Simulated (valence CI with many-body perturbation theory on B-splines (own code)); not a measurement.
# Nd28+: electric-dipole lines

Level of theory: valence CI with perturbative core correlation (CI+MBPT): four valence electrons over a frozen Dirac-Fock core [Ar] 3d10, a basis of 11 s, 11 p, 10 d, 8 f, 5 g, 2 h functions for each j, with the one-electron correlation potential Σ1, the two-electron term Σ2, the three-electron term Σ3, Breit, model QED; selected CI, second order for the rest, scaled by the run's own slope (own B-spline code, finite nucleus).

No measured spectrum was set against this ion. As an estimate, large intervals hold to a few tenths of a per cent, small ones and those within an open d or f shell to about a per cent. Among the levels kept, up to 340 cm⁻¹ of a level comes from second order outside the variational space, and about a tenth of that is noise between levels of different J, which matters for small intervals.

Lines 1 to 50 of 556 in falling wavelength, among levels below 2878200 cm⁻¹, chosen from the strongest by gf and those to the six lowest levels. Wavelengths and rates use the calculated energies. Electric multipoles are in the length gauge, E1 and E2 with the static RPA response of the core. Weak lines are less certain than strong ones. Lines between different terms over intervals too small for the method are left out, as are lines whose strength nearly cancels. The highest levels of a list are the least certain.

Levels are named by their leading jj configuration (3d3/2^4 stands for four electrons in 3d with j = 3/2), which in mixed levels can hold well under half, so a name can repeat and another be missing. Letters in brackets count levels of one name in rising energy.

```csv
λ vac (nm),Upper,Lower,A (s⁻¹),log gf,Branch %
41.79,(4s 4p1/2^2 4p3/2) J=2,(4s^2 4p3/2^2) J=2,1.51e+07,-2.70,0.2
37.12,(4s 4p1/2^2 4p3/2) J=1,(4s^2 4p3/2^2) J=0,1.89e+07,-2.93,0.0
30.78,(4s 4p1/2^2 4p3/2) J=1,(4s^2 4p3/2^2) J=2,1.46e+08,-2.21,0.2
23.65,(4s 4p1/2 4p3/2 4f7/2) J=5 [c],(4s^2 4p3/2 4f5/2) J=4 [a],1.97e+09,-0.74,0.8
22.74,(4s 4p1/2 4p3/2 4f7/2) J=6,(4s^2 4p3/2 4f7/2) J=5,3.12e+09,-0.50,5.3
22.53,(4s 4p1/2 4p3/2^2) J=2 [a],(4s^2 4p3/2^2) J=2,6.09e+08,-1.64,4.8
22.52,(4s 4p1/2 4p3/2 4d5/2) J=4 [c],(4s^2 4p3/2 4d5/2) J=3,3.01e+09,-0.69,2.5
22.26,(4p1/2 4p3/2^2 4d5/2) J=5,(4s 4p3/2^2 4d5/2) J=4 [b],5.13e+09,-0.38,10.1
21.57,(4s 4p1/2 4p3/2 4f7/2) J=5 [a],(4s^2 4d3/2 4d5/2) J=4,3.10e+09,-0.62,5.1
20.94,(4s 4p1/2^2 4p3/2) J=2,(4s^2 4p1/2 4p3/2) J=2,3.05e+09,-1.00,39.9
20.91,(4s 4p1/2 4p3/2 4d5/2) J=5,(4s^2 4p3/2 4d5/2) J=4,4.78e+09,-0.46,100.0
20.38,(4s 4p1/2 4p3/2^2) J=3,(4s^2 4p3/2^2) J=2,5.27e+09,-0.64,40.4
20.25,(4p1/2^2 4p3/2 4d5/2) J=3,(4s 4p1/2 4p3/2 4d5/2) J=3 [e],6.18e+09,-0.58,3.9
19.92,(4s 4p1/2^2 4p3/2) J=2,(4s^2 4p1/2 4p3/2) J=1,4.58e+09,-0.87,59.9
19.87,(4p1/2^2 4p3/2 4d5/2) J=4,(4s 4p1/2 4p3/2 4d5/2) J=3 [d],7.13e+09,-0.42,7.5
19.73,(4p1/2^2 4p3/2 4d5/2) J=4,(4s 4p1/2 4p3/2 4d5/2) J=4 [d],5.36e+09,-0.55,5.6
19.67,(4p1/2 4p3/2^2 4d5/2) J=3 [c],(4s 4p3/2^2 4d5/2) J=2 [b],6.66e+09,-0.57,4.0
19.67,(4s 4p1/2 4p3/2^2) J=1 [a],(4s^2 4p3/2^2) J=0,2.23e+09,-1.41,2.0
19.24,(4p1/2^2 4p3/2^2) J=2,(4s 4p1/2 4p3/2^2) J=2 [b],6.66e+09,-0.73,11.3
18.57,(4p1/2^2 4p3/2 4d5/2) J=1,(4s 4p1/2 4p3/2 4d5/2) J=2 [d],1.19e+10,-0.73,6.2
18.24,(4s 4p1/2 4p3/2^2) J=2 [b],(4s^2 4p3/2^2) J=2,3.25e+09,-1.09,9.8
18.16,(4s 4p1/2 4p3/2^2) J=1 [b],(4s^2 4p3/2^2) J=0,4.48e+09,-1.18,1.7
18.06,(4p1/2 4p3/2^3) J=2,(4s 4p3/2^3) J=2,8.73e+09,-0.67,8.0
17.76,(4s 4p1/2^2 4p3/2) J=1,(4s^2 4p1/2 4p3/2) J=2,1.04e+10,-0.83,13.6
17.74,(4s 4p1/2 4p3/2^2) J=1 [a],(4s^2 4p3/2^2) J=2,2.80e+09,-1.40,2.5
17.67,(4p1/2^2 4p3/2 4d5/2) J=3,(4s 4p1/2 4p3/2 4d5/2) J=4 [c],1.67e+10,-0.26,10.5
17.55,(4p1/2 4p3/2^2 4d5/2) J=4 [a],(4s 4p3/2^2 4d5/2) J=5,5.71e+09,-0.62,6.4
17.48,(4p1/2 4p3/2^2 4d5/2) J=3 [a],(4s 4p3/2^2 4d5/2) J=4 [a],1.49e+10,-0.32,12.6
17.43,(4s 4p1/2 4d3/2 4d5/2) J=3 [a],(4s 4p3/2^2 4d3/2) J=4,8.52e+09,-0.57,2.3
17.32,(4p1/2^2 4p3/2^2) J=2,(4s 4p1/2 4p3/2^2) J=3,1.94e+10,-0.36,32.9
17.27,(4p1/2 4p3/2^2 4d5/2) J=5,(4s 4p3/2^2 4d5/2) J=5,1.12e+10,-0.26,22.0
17.24,(4s 4p1/2 4p3/2 4d5/2) J=4 [d],(4s^2 4p3/2 4d5/2) J=4,5.04e+09,-0.69,9.8
17.14,(4s 4p1/2 4p3/2 4d5/2) J=3 [d],(4s^2 4p3/2 4d5/2) J=4,7.71e+09,-0.62,6.8
17.03,(4p1/2^2 4p3/2 4d5/2) J=2,(4s 4p1/2 4p3/2 4d5/2) J=3 [b],2.19e+10,-0.32,13.4
17.02,(4s 4p1/2^2 4p3/2) J=1,(4s^2 4p1/2 4p3/2) J=1,1.90e+09,-1.61,2.5
16.94,(4p1/2^2 4p3/2 4d5/2) J=2,(4s 4p1/2 4p3/2 4d5/2) J=2 [b],8.53e+09,-0.74,5.2
16.74,(4p1/2 4p3/2^2 4d5/2) J=4 [b],(4s 4p3/2^2 4d5/2) J=4 [a],1.05e+10,-0.40,6.8
16.64,(4p1/2^2 4p3/2 4d3/2) J=3,(4s 4p1/2 4p3/2 4d5/2) J=4 [b],1.66e+10,-0.32,18.1
16.50,(4s 4p1/2 4p3/2^2) J=1 [b],(4s^2 4p3/2^2) J=2,4.65e+09,-1.24,1.8
16.43,(4p1/2^2 4p3/2 4d5/2) J=4,(4s 4p1/2 4p3/2 4d5/2) J=5,3.01e+10,0.04,31.6
16.39,(4p1/2 4p3/2^2 4d3/2) J=2 [c],(4s 4p3/2^2 4d3/2) J=3,1.31e+10,-0.58,2.8
16.22,(4p1/2^2 4p3/2 4d3/2) J=3,(4s 4p1/2 4p3/2 4d5/2) J=4 [a],1.27e+10,-0.46,13.8
16.04,(4p1/2^2 4p3/2 4d3/2) J=2,(4s 4p1/2 4p3/2 4d3/2) J=3 [a],2.15e+10,-0.38,25.2
16.02,(4s^2 4p1/2 4d3/2) J=2,(4s^2 4p3/2^2) J=2,3.12e+09,-1.22,3.0
15.44,(4p1/2^2 4p3/2 4d5/2) J=4,(4s 4p1/2 4p3/2 4d5/2) J=4 [b],1.11e+10,-0.45,11.7
15.43,(4s^2 4p1/2 4d3/2) J=1,(4s^2 4p3/2^2) J=0,4.13e+08,-2.35,0.1
15.01,(4p1/2^2 4p3/2 4d3/2) J=1,(4s 4p1/2 4p3/2 4d3/2) J=2 [a],2.55e+10,-0.59,16.7
14.93,(4s 4p1/2 4d3/2 4d5/2) J=5,(4s 4p3/2^2 4d5/2) J=5,4.82e+09,-0.75,4.0
14.66,(4s 4p1/2 4p3/2^2) J=2 [a],(4s^2 4p1/2 4p3/2) J=2,3.62e+08,-2.23,2.8
14.41,(4p1/2 4p3/2^2 4d3/2) J=4 [b],(4s 4p1/2 4p3/2 4d5/2) J=4 [c],8.51e+09,-0.62,10.7
```

Question: How does gf follow from A for the line at 16.94 nm?

Answer: gf = 1.4992 × (2J+1)_upper × A / σ², with σ = 590204 cm⁻¹ and 2J+1 = 5: gf = 0.184.
